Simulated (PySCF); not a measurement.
Delta-SCF ions had no search for a lower state. Excitations are Tamm–Dancoff values on a coarser integration grid. The basis has no diffuse functions, so Rydberg states are missing or too high.

Z-matrix (Å, degrees):
```
Si
C 1 1.6949
H 2 1.0834 1 122.28
H 2 1.0836 3 116.14 1 -178.29
H 1 1.4777 2 125.52 3 2.56
C 1 1.9184 5 112.87 2 -176.97
F 6 1.3591 1 110.17 5 -171.83
F 6 1.3672 7 107.89 1 -120.04
H 6 1.0968 7 107.47 8 -114.91
```
Charge 0, multiplicity 1.

Q: Give the LUMO, dipole moment, T1 excitation (TDA), S1 oscillator strength, HOMO–LUMO gap, total energy, brightest of the four lowest singlets (TDA) and vertical ionisation energy (Delta-SCF) at the level PBE0-D3(BJ)/def2-TZVP (PySCF 2.14.0).

A: 
```json
{
  "LUMO": "-1.46 eV",
  "dipole_moment": "1.78 D",
  "T1 excitation (TDA)": "2.61 eV",
  "S1 oscillator strength": "0.344",
  "HOMO–LUMO gap": "5.42 eV",
  "total_energy": "-567.4519 Ha",
  "brightest of the four lowest singlets (TDA)": "5.61 eV",
  "vertical ionisation energy (Delta-SCF)": "8.91 eV"
}
```
